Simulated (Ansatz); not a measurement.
Ansatz (a first-principles code) input (CCSD(T)/def2-SVPD):

Ansatz 0.2 input:
```yaml
crystal:
  periodic: [false, false, false]
  atoms:
    - {symbol: Cu, position_ang: [-0.00000000, 0.00000000, -0.00000000]}
    - {symbol: N, position_ang: [-1.14642724, -0.52334862, 1.47234793]}
    - {symbol: H, position_ang: [-1.54005506, 0.28193846, 1.95593459]}
    - {symbol: H, position_ang: [-0.64633728, -1.06979498, 2.17134194]}
    - {symbol: H, position_ang: [-1.93216405, -1.09228096, 1.16215464]}
    - {symbol: N, position_ang: [1.14642724, 0.52334862, -1.47234793]}
    - {symbol: H, position_ang: [0.92437192, 1.45535556, -1.81780520]}
    - {symbol: H, position_ang: [1.06468791, -0.11067920, -2.26519950]}
    - {symbol: H, position_ang: [2.12949655, 0.53546112, -1.20642647]}
basis:
  gaussian:
    orbitals: def2-SVPD
total_charge: 1
magnetization: {spin_polarized: false}
correlation: {method: ccsd_t, electrons: outside_noble_gas}
output: {forces: true}
```

Output:

```
Functional definition: HF
integrals: 0.23 GiB planned
1225 factors; integrals over basis functions are off by at most 1.0e-3 eV
mean field: 0.62 GiB planned
mean field evaluation 1: about -47631.3791 eV, gradient 8.8e1 eV
mean field evaluation 2: about -47631.6341 eV, gradient 8.8e1 eV
mean field evaluation 4: about -47644.2190 eV, gradient 1.1e1 eV
mean field evaluation 8: about -47644.5201 eV, gradient 8.1e-1 eV
mean field evaluation 16: about -47631.3829 eV, gradient 8.8e1 eV
mean field -47644.52392292 eV, -1750.9039595491 hartree, gradient 4.3e-6 eV, S^2 0.000000; 0 other end points of the search recorded, 0 dependent functions left out
11 core orbitals not correlated
reference -47644.52392292 eV, -1750.9039595491 hartree; 13, 13 occupied and 98, 98 virtual orbitals, 1225 factors
densities: 1.14 GiB planned
second order -19.49005242 eV of doubles, -0.00000000 eV of singles
coupled cluster: 0.67 GiB planned
cycle   1  -18.19526432 eV  change     1.3e0 eV  update   1.8e-1
cycle   2  -18.96499531 eV  change   -7.7e-1 eV  update   1.0e-1
cycle   3  -19.13196969 eV  change   -1.7e-1 eV  update   3.4e-2
cycle   4  -19.15051905 eV  change   -1.9e-2 eV  update   1.6e-2
cycle   5  -19.13117120 eV  change    1.9e-2 eV  update   8.3e-3
cycle   6  -19.12920656 eV  change    2.0e-3 eV  update   3.2e-3
cycle   7  -19.12949133 eV  change   -2.8e-4 eV  update   1.3e-3
cycle   8  -19.12893242 eV  change    5.6e-4 eV  update   3.9e-4
cycle   9  -19.12883489 eV  change    9.8e-5 eV  update   1.9e-4
cycle  10  -19.12899915 eV  change   -1.6e-4 eV  update   5.3e-5
cycle  11  -19.12899743 eV  change    1.7e-6 eV  update   2.1e-5
cycle  12  -19.12897063 eV  change    2.7e-5 eV  update   8.4e-6
cycle  13  -19.12897258 eV  change   -1.9e-6 eV  update   3.9e-6
perturbative correction -0.70810682 eV, -0.0260224457 hartree
the calculation of the forces begins
Total energy: -47664.36100232 eV, -1751.6329587711 hartree
Atom 0 at    -0.000000     0.000000    -0.000000 Å, force     0.000000    -0.000000     0.000000 eV/Å
Atom 1 at    -1.146427    -0.523349     1.472348 Å, force     0.160573     0.073302    -0.206223 eV/Å
Atom 2 at    -1.540055     0.281938     1.955935 Å, force    -0.138371     0.179716     0.171468 eV/Å
Atom 3 at    -0.646337    -1.069795     2.171342 Å, force     0.082373    -0.152924     0.225110 eV/Å
Atom 4 at    -1.932164    -1.092281     1.162155 Å, force    -0.234307    -0.159317    -0.023741 eV/Å
Atom 5 at     1.146427     0.523349    -1.472348 Å, force    -0.160573    -0.073302     0.206223 eV/Å
Atom 6 at     0.924372     1.455356    -1.817805 Å, force    -0.013407     0.248560    -0.137417 eV/Å
Atom 7 at     1.064688    -0.110679    -2.265200 Å, force     0.020458    -0.137235    -0.248180 eV/Å
Atom 8 at     2.129497     0.535461    -1.206426 Å, force     0.283255     0.021200     0.012760 eV/Å
Dipole moment:    -0.000000     0.000000    -0.000000 e Å
```
